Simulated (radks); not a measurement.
Question: Rb2+, 35 electrons, occupied as [Ar] 3d10 4s2 4p5. Calculated with a radial shooting solver on a logarithmic mesh with Libxc functionals: scalar-relativistic Kohn-Sham, r2SCAN, spin-unpolarised, spherical densities, finite nucleus; meta-GGA in the generalised Kohn-Sham scheme; Fermi nuclear charge, rms radius 4.2036 fm; hard spherical wall at 6 bohr. Some entries of the table are withheld. Estimate them.

| orbital | occ. | eigenvalue (eV) | <r^2> (bohr^2) |
|---|---|---|---|
| 1s | 2 | -15091.29 | (1) |
| 2s | 2 | -2043.653 | 0.03723 |
| 2p | 6 | -1811.713 | 0.02943 |
| 3s | 2 | -324.9199 | 0.2978 |
| 3p | 6 | -249.6514 | 0.3132 |
| 3d | 10 | -125.6570 | (2) |
| 4s | 2 | (3) | 2.317 |
| 4p | 5 | -34.2285 | 3.051 |
| 4d | 0 | (4) | 6.411 |
| 5s | 0 | -10.4280 | 11.54 |
| 5p | 0 | -5.5128 | 13.51 |

Answer: 
(1) 1s <r^2> (bohr^2): 0.002189
(2) 3d <r^2> (bohr^2): 0.3369
(3) 4s eigenvalue (eV): -51.4414
(4) 4d eigenvalue (eV): -11.5531
